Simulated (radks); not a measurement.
All-electron atom: Te IV in [Kr] 4d10 5s2 5p0.75 5d0.25 (fractional occupations, a model configuration).

All-electron calculation, Dirac Kohn-Sham, PBE, spin-unpolarised, spherical densities, point nucleus; open shells fill j = l - 1/2 first. Program: a radial shooting solver on a logarithmic mesh with Libxc functionals.

Energy parts (eV):
part                       energy
total                 -184892.985
kinetic                195549.344
electron-nucleus      -447631.330
Hartree                 71954.676
exchange-correlation    -4765.674

Orbitals (lengths in bohr, moments of r in powers of bohr):
orbital,occ.,eigenvalue (eV),<1/r>
1s1/2,2,-31638.98,55.58
2s1/2,2,-4877.115,12.94
2p1/2,2,-4571.359,12.93
2p3/2,4,-4296.855,11.96
3s1/2,2,-995.9590,4.603
3p1/2,2,-870.2763,4.513
3p3/2,4,-819.1098,4.275
3d3/2,4,-597.4957,4.127
3d5/2,6,-586.7966,4.066
4s1/2,2,-195.6708,1.836
4p1/2,2,-152.4633,1.724
4p3/2,4,-142.7357,1.647
4d3/2,4,-73.7219,1.388
4d5/2,6,-72.2393,1.369
5s1/2,2,-43.0544,0.6811
5p1/2,0.75,-32.7834,0.5934
5p3/2,0,-31.5510,0.5723
5d3/2,0.25,-18.1864,0.4116
5d5/2,0,-18.0519,0.4084

The highest occupied level is 5d3/2 at -18.186 eV. The configuration is held as typed, so some empty levels lie below it. Summed over all electrons, <r^2> = 33.86 bohr^2, which gives a Langevin (diamagnetic) susceptibility term of -26.8 x 10^-6 cm^3/mol. The density falls to 0.001 e/bohr^3 at r = 3.71 bohr.
